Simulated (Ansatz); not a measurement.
Calculated with Ansatz (gas phase, PBE0-D4/def2-TZVP geometries, no zero-point term in ΔE). CCSD(T)/CBS is the MP2 limit (def2-TZVPP, def2-QZVPP) plus CCSD(T) − MP2 in def2-TZVPP, frozen cores. This one scheme is used for every species. Double bonds are as drawn, so ΔE can hold a change between cis and trans. Functionals use def2-TZVPP. For Br outer-core shells are correlated without core-valence functions, which leaves a few kJ/mol of doubt a bond. Scalar relativity is left out up to krypton. Each species was taken in one conformer, which may not be the lowest.

Consider the substitution at a C–S bond: `[SiH3]O/C=C\S` + HBr → `[SiH3]O/C=C\Br` + H₂S.

`[SiH3]O/C=C\S`:

```xyz
11

Si    1.120    1.011    1.249
O     0.478    0.104    0.021
C    -0.840   -0.197   -0.104
C    -1.300   -0.945   -1.102
S    -0.356   -1.654   -2.383
H     0.860    0.360    2.560
H     0.514    2.368    1.258
H     2.571    1.081    0.971
H    -1.515    0.202    0.649
H    -2.360   -1.153   -1.155
H     0.827   -1.177   -1.965
```

HBr:

Z-matrix (Å, degrees):
```
Br
H 1 1.420
```

`[SiH3]O/C=C\Br`:

```xyz
10

Si   -0.788    0.968    1.338
O    -0.565   -0.115    0.103
C     0.507   -0.172   -0.704
C     0.811   -1.219   -1.457
Br   -0.199   -2.792   -1.478
H    -0.008    0.560    2.533
H    -0.334    2.313    0.895
H    -2.237    0.958    1.628
H     1.143    0.712   -0.747
H     1.670   -1.212   -2.110
```

H₂S:

Z-matrix (Å, degrees):
```
S
H 1 1.341
H 1 1.341 2 92.3
```

| level | ΔE (eV) |
| --- | --- |
| r2SCAN-D4 | 0.22 |
| PBE0-D4 | 0.21 |
| r2SCAN | 0.21 |
| SCS-MP2/def2-QZVPP | 0.16 |

(1) What does CCSD(T)/CBS give? (Estimate.)

Largest T1 diagnostic among the species: 0.013.

## Answers

(1) The calculation gave: +0.19 eV. The listed levels differ from it by 0.03, 0.02, 0.02, -0.03 eV.
